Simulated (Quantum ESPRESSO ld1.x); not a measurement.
Mo3+, configuration [Kr] 4d1.5 5s1.5 (fractional occupations, a model configuration).

All-electron calculation, Dirac Kohn-Sham, LDA (Slater exchange, Perdew-Zunger correlation), spin-unpolarised, spherical densities, point nucleus; open shells are shared between the two j in proportion to 2j + 1. Program: ld1.x of Quantum ESPRESSO 7.5.

Energy parts (Ry):
total: -8085.54
kinetic: 8382.35
electron-nucleus: -19432.04
Hartree: 3200.31
exchange-correlation: -236.15

Orbitals (lengths in bohr, moments of r in powers of bohr; <r^-3> diverges for s and p1/2):
orbital  occ.  eigenvalue (Ry)  <r^-3>   <1/r>
1s1/2       2         -1457.19       -   43.50
2s1/2       2         -208.421       -   9.900
2p1/2       2         -192.107       -   9.883
2p3/2       4         -184.289    2394   9.411
3s1/2       2         -37.9054       -   3.387
3p1/2       2         -31.6959       -   3.289
3p3/2       4         -30.4059   400.1   3.174
3d3/2       4         -19.3908   58.46   2.989
3d5/2       6         -19.1460   55.73   2.959
4s1/2       2         -7.56742       -   1.264
4p1/2       2         -5.74864       -   1.153
4p3/2       4         -5.54860   62.27   1.121
4d3/2     0.6         -2.82084   5.803  0.8604
4d5/2     0.9         -2.79705   5.521  0.8535
5s1/2     1.5         -2.18362       -  0.5065

The highest occupied level is 5s1/2 at -29.710 eV. The density falls to 0.001 e/bohr^3 at r = 3.91 bohr. Summed over all electrons, <r^2> = 31.76 bohr^2, which gives a Langevin (diamagnetic) susceptibility term of -25.2 x 10^-6 cm^3/mol.
